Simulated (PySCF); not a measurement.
Orbital picture of KI

LDA at R = 3.081 Å; basis K def2-SVP, I def2-SVP with ECP28; scalar-relativistic core potentials; PySCF 2.14. State: ¹Σ⁺ (singlet), closed shell. Only the outer orbitals are listed, counted within each symmetry, core potentials removing the inner ones.

```tsv
orbital	occ.	ε (eV)	on K (%)	main shells (%)
7σ	2	-35.71	100	100 K s
4π	2	-19.71	100	100 K p
4π	2	-19.71	100	100 K p
8σ	2	-19.64	99	99 K p
9σ	2	-14.53	3	97 I s
10σ	2	-4.80	10	90 I p
5π	2	-4.39	4	96 I p
5π	2	-4.39	4	96 I p
11σ	0	-2.00	97	82 K s, 14 K p
6π	0	-0.18	98	96 K p
6π	0	-0.18	98	96 K p
```

Task: Which are the highest filled and the lowest empty level, where do they sit, and how wide is the gap?

Result: Highest filled 5π at -4.39 eV (in %: 96 I p); lowest empty 11σ at -2.00 eV (in %: 82 K s, 14 K p); the gap at LDA is 2.39 eV.

The bond order (Mayer) is 0.74. The ⟨S²⟩ is 0.000 and the charge on K (Mulliken, basis-dependent) is 0.60. The charge on K (Löwdin, basis-dependent) is 0.38. The dipole moment (positive dipole means K(−)I(+)) is -10.59 D. The polarisability along the bond is 82.6 bohr³ and the polarisability across the bond is 43.5 bohr³.

Spin–orbit coupling is left out.
